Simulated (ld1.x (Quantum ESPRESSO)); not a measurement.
**Hf (Z = 72): excitation energies, all-electron against ultrasoft**

hafnium (Hf), ultrasoft, made with ld1.x (Quantum ESPRESSO) 7.5 (PW91, non-relativistic). Core [Xe] 4f14, reference 5d2 6s2 6p0. Waves: 6s (bound): rcut 3.05, rcutus 3.40 bohr; 6s channel at 0.05 Ry: rcut 3.05, rcutus 3.40 bohr; 6p (bound, empty): rcut 3.90, rcutus 4.55 bohr; 6p channel at 2.25 Ry: rcut 3.90, rcutus 4.55 bohr; 5d (bound): rcut 1.40, rcutus 1.80 bohr; 5d channel at 0.6 Ry: rcut 1.40, rcutus 1.80 bohr. Local part: all-electron potential smoothed inside 2.70 bohr (lloc = -1). Core correction: Bessel-smoothed model core, default radius (core density twice the valence density). Augmentation charge: PSQ, inside the norm-conserving radii.

Energies are relative to the spin-unpolarised reference configuration 5d2 6s2 6p0; without spin polarisation the order of configurations can differ from experiment. The frozen-core shift is the all-electron ΔE with the core orbitals held at their reference shape minus the fully relaxed ΔE.

Task: Give the all-electron excitation energy and the error of the potential for: 5d2 6s1 6p0; 5d2 6s0 6p0; 5d1 6s0 6p0; 5d3 6s0 6p0; 5d3 6s1 6p0; 5d1 6s2 6p0; 5d2 6s1 6p1.

Result:

```json
{"valence configuration": "5d2 6s1 6p0", "charge": "+1", "ΔE all-electron (eV)": "7.109", "error AE − PS (meV)": "-3.2", "frozen-core shift (meV)": "+1.8"}
{"valence configuration": "5d2 6s0 6p0", "charge": "+2", "ΔE all-electron (eV)": "19.944", "error AE − PS (meV)": "-29", "frozen-core shift (meV)": "+20"}
{"valence configuration": "5d1 6s0 6p0", "charge": "+3", "ΔE all-electron (eV)": "42.506", "error AE − PS (meV)": "-309", "frozen-core shift (meV)": "+350"}
{"valence configuration": "5d3 6s0 6p0", "charge": "+1", "ΔE all-electron (eV)": "7.295", "error AE − PS (meV)": "-75", "frozen-core shift (meV)": "+48"}
{"valence configuration": "5d3 6s1 6p0", "charge": "0", "ΔE all-electron (eV)": "1.017", "error AE − PS (meV)": "-46", "frozen-core shift (meV)": "+35"}
{"valence configuration": "5d1 6s2 6p0", "charge": "+1", "ΔE all-electron (eV)": "7.796", "error AE − PS (meV)": "-123", "frozen-core shift (meV)": "+91"}
{"valence configuration": "5d2 6s1 6p1", "charge": "0", "ΔE all-electron (eV)": "2.972", "error AE − PS (meV)": "-1.2", "frozen-core shift (meV)": "+1.2"}
```

Levels in the configuration 5d2 6s0 6p0:

```csv
level,all-electron (eV),pseudo (eV)
5d,-17.336,-17.392
```
